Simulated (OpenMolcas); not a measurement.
Lines of V3+: computed and rescaled rates

- Program: OpenMolcas
- Method: SS-CASPT2, IPEA 0.25 Eh, imaginary shift 0.1 Eh (closed shells correlated: 3s 3p)
- Basis: ANO-R3 [7s5p5d3f2g1h]
- Scalar Hamiltonian: X2C, finite nucleus
- Active space: 2 electrons in 5 orbitals (3d)
- State averaging: 2S+1 = 3 even, 10 roots; 2S+1 = 1 even, 15 roots
- Spin-orbit coupling: state interaction with AMFI integrals over the reference wave functions, term energies averaged over their components

Rates come from the transition moments of the reference wave functions (E1 and E2 in the length form). At fixed line strength A goes as λ^-3 for E1 and M1 and as λ^-5 for E2, so a rate at the computed wavelength can be rescaled to the measured one. Measured vacuum wavelengths follow from level energies in Sugar and Corliss, J. Phys. Chem. Ref. Data 7, 1191 (1978). Branching counts decays inside the model space alone, at computed energies, and the table is only a selection of the E2 and M1 lines, drawn from those between levels with measured partners whose computed energy lies within a factor of 1.5 of the measured one.

| Upper | Lower | Type | λ computed (nm) | λ measured (nm) | A computed (s-1) | A rescaled (s-1) | Branching % |
| --- | --- | --- | --- | --- | --- | --- | --- |
| 3d2 1S0 | 3d2 1D2 | E2 | 312.4 | 317.4 | 1.26e+01 | 1.16e+01 | 96.1 |
| 3d2 1S0 | 3d2 3P1 | M1 | 348.6 | 342.2 | 4.19e-01 |  | 3.2 |
| 3d2 1S0 | 3d2 3P2 | E2 | 351.6 | 344.8 | 6.65e-02 |  | 0.5 |
| 3d2 3P2 | 3d2 3F4 | E2 | 746.6 | 785.9 | 4.67e-02 | 3.61e-02 | 60.2 |
| 3d2 3P1 | 3d2 3F3 | E2 | 736.4 | 774.4 | 4.36e-02 | 3.39e-02 | 58.6 |
| 3d2 1D2 | 3d2 3F3 | M1 | 975.1 | 940.4 | 3.75e-02 |  | 64.3 |
| 3d2 1G4 | 3d2 3F4 | M1 | 563 | 566.4 | 2.73e-02 |  | 59.4 |
| 3d2 3P1 | 3d2 3F2 | E2 | 718.8 | 755.3 | 2.45e-02 | 1.91e-02 | 33.0 |
| 3d2 1D2 | 3d2 3F2 | M1 | 944.5 | 912.5 | 2.08e-02 |  | 35.5 |
| 3d2 1G4 | 3d2 3F3 | M1 | 549.8 | 553.5 | 1.76e-02 |  | 38.3 |
| 3d2 3P2 | 3d2 3F3 | E2 | 723.5 | 761.4 | 1.42e-02 | 1.10e-02 | 18.3 |
| 3d2 3P2 | 3d2 1D2 | M1 | 2804 | 4002 | 1.38e-02 |  | 17.8 |
| 3d2 3P1 | 3d2 1D2 | M1 | 3008 | 4386 | 6.25e-03 |  | 8.4 |
| 3d2 3P2 | 3d2 3F2 | E2 | 706.5 | 743 | 2.25e-03 | 1.75e-03 | 2.9 |
| 3d2 3F4 | 3d2 3F3 | M1 | 23420 | 24430 | 1.58e-03 | 1.39e-03 | 100.0 |
| 3d2 1G4 | 3d2 1D2 | E2 | 1261 | 1346 | 9.59e-04 | 6.92e-04 | 2.1 |
| 3d2 3F3 | 3d2 3F2 | M1 | 30090 | 30730 | 9.47e-04 | 8.89e-04 | 100.0 |
| 3d2 3P2 | 3d2 3F3 | M1 | 723.5 | 761.4 | 3.90e-04 |  | 0.5 |

Spin-changing lines and M1 lines between different terms are not rescaled, since their strength hangs on the term gaps too.

The largest correction is for 3d2 1G4 → 3d2 1D2 (E2): 9.59e-04 × (1261 / 1346)^5 = 6.92e-04 s-1, a factor of 0.72.

The computed rate and branching of 3d2 3F3 → 3d2 3F2 give the upper level a radiative lifetime of 1.000 / 9.47e-04 s-1 = 1.06e+03 s, counting decays inside the model space alone. The rescaled rate gives about 1.1e+03 s.

These are rates of the free ion; in crystals, glasses and complexes forced electric-dipole and non-radiative decay shorten such lifetimes by orders of magnitude. No measured rate stands beside these. Rescaling mends the energy factor alone: line strengths can still be far off where a level mixes with configurations outside the active space, and weak or spin-changing lines hang on small mixing coefficients that depend on the term gaps too, so rescaling need not improve them.

CASPT2 does not keep the components of a term degenerate, so their means are used; among the terms shown or strongly mixed into the levels shown the widest spread is 570 cm-1 (3d2 1G). Computed and measured levels are paired by configuration, term and J; levels that our copy of the source lacks, or whose pairing is in doubt (as where it misses far off the trend of its configuration), stay unpaired. Only configurations of the active space appear.
